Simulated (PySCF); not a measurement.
Static response to an electric field

Compound: AlCl2(NCO), CAlCl2NO.
Cartesian coordinates in Å at the PBE0-D3(BJ)/def2-SVP level; atoms count from 1:
```xyz
6
CAlCl2NO angstrom
Al     0.5589    0.9664   -0.0386
Cl     2.6363    0.9860    0.0125
Cl    -0.4944    2.7535   -0.1606
N     -0.3022   -0.5603    0.0122
C     -0.8855   -1.6115    0.0394
O     -1.4498   -2.6302    0.0658
```

Level: wB97X-D/def2-SVPD (PySCF), static field, nuclei fixed, core orbitals frozen in the response. The polarisability tensor in these axes (au):

```
x   72.29  9.87  0.19
y    9.87 84.58 -1.31
z    0.19 -1.31 50.10
```

**Question.** Give the principal values, the mean and the anisotropy Δα = √{½[(α1 − α2)² + (α2 − α3)² + (α1 − α3)²]}.

**Answer.** Principal values 50.03, 66.85 and 90.09 au; mean 68.99 au = 10.22 Å³ = 11.38 × 10⁻⁴⁰ C²·m²/J; Δα = 34.83 au (50 % of the mean).

**Question.** What is the dipole moment, and where does it point?

**Answer.** (0.34, 0.64, 0.00) D, 0.72 D in size, pointing from the negative to the positive side. Measured along this direction, the outermost atoms are O6 at the negative end and Cl3 and Cl2 at the positive end.

**Question.** Find the Langevin capture rate constant for NO+ (29.998 u) meeting this molecule (138.917 u), k = 2.342 × 10⁻⁹ cm³/s × √(α in Å³ / reduced mass in u).

**Answer.** The reduced mass is 24.67 u, so k = 1.51 × 10⁻⁹ cm³/s. The formula leaves out the permanent dipole, which adds to the capture rate.

**Question.** What would n − 1 = 2πNα be for an ideal gas of these molecules at 350 K and 1 atm, electronic part alone?

**Answer.** N = p/kT = 2.0968 × 10¹⁹ cm⁻³, so n − 1 = 2π × N × 10.22 × 10⁻²⁴ cm³ = 1347 × 10⁻⁶ at long wavelengths.

**Question.** Form Σ f/ω² (atomic units) for the 15 lowest TDDFT singlets, given as eV and f, and set it beside the mean polarisability, which is this sum over all singlets: 6.48, 0.0000; 7.03, 0.0004; 7.05, 0.0718; 7.31, 0.0001; 7.35, 0.0001; 7.49, 0.0000; 7.57, 0.0242; 7.76, 0.0000; 7.77, 0.0030; 7.84, 0.0810; 7.90, 0.1214; 8.16, 0.1564; 8.30, 0.0879; 8.72, 0.0154; 8.80, 0.4698.

**Answer.** They add up to 11.17 au, 16.2 % of the 68.99 au; the largest single term is 4.49 au, from the state at 8.80 eV. Terms in order: 0.00, 0.01, 1.07, 0.00, 0.00, 0.00, 0.31, 0.00, 0.04, 0.98, 1.44, 1.74, 0.94, 0.15, 4.49 au. Higher excitations give the rest. The strengths listed sum to 1.032.

**Question.** Traceless (Buckingham) quadrupole moment about the centre of nuclear charge: eigenvalues?

**Answer.** -11.64, 0.70, 10.94 D·Å. The values depend on the origin, since the dipole doesn't vanish. The electronic extent ⟨r²⟩ about the same centre is 1360 bohr², a root-mean-square distance of 2.37 Å for the 68 electrons.

Isolated species at its PBE0-D3(BJ)/def2-SVP geometry, gas phase.
